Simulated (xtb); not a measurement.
As₄, charge +1, doublet, geometry from GFN2-xTB (a state made from the parent by changing its charge; the spin is typed, not shown lowest); GFN2-xTB (xtb 6.7.1).

xtb was given this input:
```
$ xtb mol.xyz --gfn 2 --chrg 1 --uhf 1 --json

# file mol.xyz
4

As    -0.91408271     0.11757606    -1.17441154
As     0.56448145     1.36964334     0.18453076
As     0.91952912    -1.12533990    -0.34159932
As    -0.56992786    -0.36187950     1.33148010
```

It wrote (shortened):

```
   ID    Z sym.   atoms
    1   33 As     1-4

           -------------------------------------------------
          |                Calculation Setup                |
           -------------------------------------------------

           -------------------------------------------------
          |                 G F N 2 - x T B                 |
           -------------------------------------------------

          ...................................................
          :                      SETUP                      :
          :.................................................:
          :  # basis functions                  40          :
          :  # atomic orbitals                  36          :
          :  # shells                           12          :
          :  # electrons                        19          :
          :  max. iterations                   250          :
          :  Hamiltonian                  GFN2-xTB          :
          :  restarted?                      false          :
          :  GBSA solvation                  false          :
          :  PC potential                    false          :
          :  electronic temp.          300.0000000     K    :
          :  accuracy                    1.0000000          :
          :  -> integral cutoff          0.2500000E+02      :
          :  -> integral neglect         0.1000000E-07      :
          :  -> SCF convergence          0.1000000E-05 Eh   :
          :  -> wf. convergence          0.1000000E-03 e    :
          :  Broyden damping             0.4000000          :
          :  net charge                          1          :
          :  unpaired electrons                  1          :
          ...................................................

 iter      E             dE          RMSdq      gap      omega  full diag
   1     -9.1017948 -0.910179E+01  0.136E+01    2.78       0.0  T
   2     -9.1033477 -0.155290E-02  0.817E+00    2.83       1.0  T
   3     -9.1055317 -0.218401E-02  0.332E+00    2.92       1.0  T
   4     -9.1054575  0.742345E-04  0.471E+00    2.91       1.0  T
   5     -9.1055800 -0.122541E-03  0.125E-01    2.93       1.0  T
   6     -9.1055801 -0.198522E-07  0.667E-02    2.93       1.0  T
   7     -9.1055801 -0.994001E-08  0.511E-03    2.93       9.8  T
   8     -9.1055801 -0.722959E-10  0.297E-03    2.93      16.8  T
   9     -9.1055801  0.197714E-09  0.196E-03    2.93      25.5  T
  10     -9.1055801 -0.286107E-09  0.154E-03    2.93      32.5  T
  11     -9.1055801 -0.105178E-10  0.166E-04    2.93     301.6  T
  12     -9.1055801 -0.284217E-13  0.638E-06    2.93    7836.0  T

   *** convergence criteria satisfied after 12 iterations ***

         :::::::::::::::::::::::::::::::::::::::::::::::::::::
         ::                     SUMMARY                     ::
         :::::::::::::::::::::::::::::::::::::::::::::::::::::
         :: total energy              -9.094506015067 Eh    ::
         :: gradient norm              0.000006887489 Eh/a0 ::
         :: HOMO-LUMO gap              2.931212958489 eV    ::
         ::.................................................::
         :: SCC energy                -9.105579934217 Eh    ::
         :: -> isotropic ES            0.035607233107 Eh    ::
         :: -> anisotropic ES          0.013007312837 Eh    ::
         :: -> anisotropic XC         -0.001788737019 Eh    ::
         :: -> dispersion             -0.005286371792 Eh    ::
         :: repulsion energy           0.011073919150 Eh    ::
         :: add. restraining           0.000000000000 Eh    ::
         :: total charge               1.000000000000 e     ::
         :::::::::::::::::::::::::::::::::::::::::::::::::::::

           -------------------------------------------------
          |                Property Printout                |
           -------------------------------------------------

    * Orbital Energies and Occupations

         #    Occupation            Energy/Eh            Energy/eV
      -------------------------------------------------------------
         1        2.0000           -0.8520996             -23.1868
         2        2.0000           -0.8231046             -22.3978
         3        2.0000           -0.8231046             -22.3978
         4        2.0000           -0.8074384             -21.9715
         5        2.0000           -0.6041690             -16.4403
         6        2.0000           -0.5814318             -15.8216
         7        2.0000           -0.5809564             -15.8086
         8        2.0000           -0.5809564             -15.8086
         9        2.0000           -0.5671923             -15.4341
        10        1.0000           -0.5313958             -14.4600 (HOMO)
        11                         -0.4236757             -11.5288 (LUMO)
        12                         -0.4236757             -11.5288
        13                         -0.3992590             -10.8644
        14                         -0.2959066              -8.0520
        15                         -0.2959066              -8.0520
        16                         -0.2707938              -7.3687
        17                         -0.1791068              -4.8737
        18                         -0.1791068              -4.8737
        19                         -0.0985492              -2.6817
        20                         -0.0811018              -2.2069
        21                         -0.0660379              -1.7970
       ...                                ...                  ...
        36                          1.3357163              36.3467
      -------------------------------------------------------------
                  HL-Gap            0.1077201 Eh            2.9312 eV
             Fermi-level           -0.5134149 Eh          -13.9707 eV

     #   Z          covCN         q      C6AA      α(0)
     1  33 As       2.884     0.250   207.158    26.378
     2  33 As       2.884     0.250   207.158    26.378
     3  33 As       2.884     0.250   207.158    26.378
     4  33 As       2.884     0.250   207.158    26.378

 Mol. C6AA /au·bohr⁶  :       3314.533787
 Mol. C8AA /au·bohr⁸  :     255293.749895
 Mol. α(0) /au        :        105.510729

Wiberg/Mayer (AO) data.
largest (>0.10) Wiberg bond orders for each atom

 ---------------------------------------------------------------------------
     #   Z sym  total        # sym  WBO       # sym  WBO       # sym  WBO
 ---------------------------------------------------------------------------
     1  33 As   2.831 --     2 As   1.062     3 As   1.062     4 As   0.707
     2  33 As   2.831 --     4 As   1.062     1 As   1.062     3 As   0.707
     3  33 As   2.831 --     4 As   1.062     1 As   1.062     2 As   0.707
     4  33 As   2.831 --     2 As   1.062     3 As   1.062     1 As   0.707
 ---------------------------------------------------------------------------

Topologies differ in total number of bonds
Writing topology from bond orders to xtbtopo.mol

molecular dipole:
                 x           y           z       tot (Debye)
 q only:       -0.000      -0.000      -0.000
   full:       -0.000      -0.000      -0.000       0.000
molecular quadrupole (traceless):
                xx          xy          yy          xz          yz          zz
 q only:       -0.866      -0.218       0.423       0.140       0.023       0.444
  q+dip:        0.247       0.062      -0.120      -0.040      -0.007      -0.126
   full:       -0.378      -0.095       0.184       0.061       0.010       0.194

           -------------------------------------------------
          | TOTAL ENERGY               -9.094506015067 Eh   |
          | GRADIENT NORM               0.000006887489 Eh/α |
          | HOMO-LUMO GAP               2.931212958489 eV   |
           -------------------------------------------------

normal termination of xtb
```
